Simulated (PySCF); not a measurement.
BGeH6NO2, SMILES OB(O)[NH][GeH3]. Atoms are numbered in the order given.

```xyz
11

Ge    -0.0032    -1.3505     0.0000
N      0.7799     0.3196     0.0000
B      0.0179     1.5198     0.0000
O     -1.3462     1.3898     0.0000
O      0.5458     2.7886     0.0000
H     -0.8619    -1.5491     1.2599
H     -0.8619    -1.5491    -1.2599
H      1.1671    -2.3541     0.0000
H      1.7910     0.3476     0.0000
H     -1.7830     2.2459     0.0000
H      1.5053     2.8097     0.0000
```
Charge 0, spin multiplicity 1.

Geometry optimised at PBE0-D3(BJ)/def2-SVP. The structure was generated by enumeration, and PubChem lists no compound with its InChIKey, so it may never have been made. One conformer was computed; it need not be the lowest.

Two levels are set side by side: PBE/pcSseg-1 (PySCF) and PBE0/pcSseg-1 (PySCF). GIAO shifts against BF3 (¹¹B), GeH4 (⁷³Ge), H2O (¹⁷O), NH3 (¹⁵N), TMS (¹H) at the same level; non-relativistic, no solvent, atoms listed together averaged. Differences are taken from unrounded values.

```
quantity                PBE
--------------------  -----
δ(⁷³Ge) of Ge1 (ppm)  186.0
δ(¹⁵N) of N2 (ppm)     40.5
δ(¹¹B) of B3 (ppm)      8.7
δ(¹H) of H9 (ppm)      0.71
```

Q: These are the PBE values. What does PBE0 give? (Estimate from the structure and the level; the computed values follow.)

A: 
| quantity | PBE0 | PBE minus PBE0 |
|---|---|---|
| δ(⁷³Ge) of Ge1 (ppm) | 172.7 | 13.3 |
| δ(¹⁵N) of N2 (ppm) | 33.7 | 6.8 |
| δ(¹¹B) of B3 (ppm) | 9.4 | -0.7 |
| δ(¹H) of H9 (ppm) | 0.70 | 0.01 |

Rough cost on one machine, each run with all the roots and properties that it gave: PBE0 against PBE within a factor of 2.
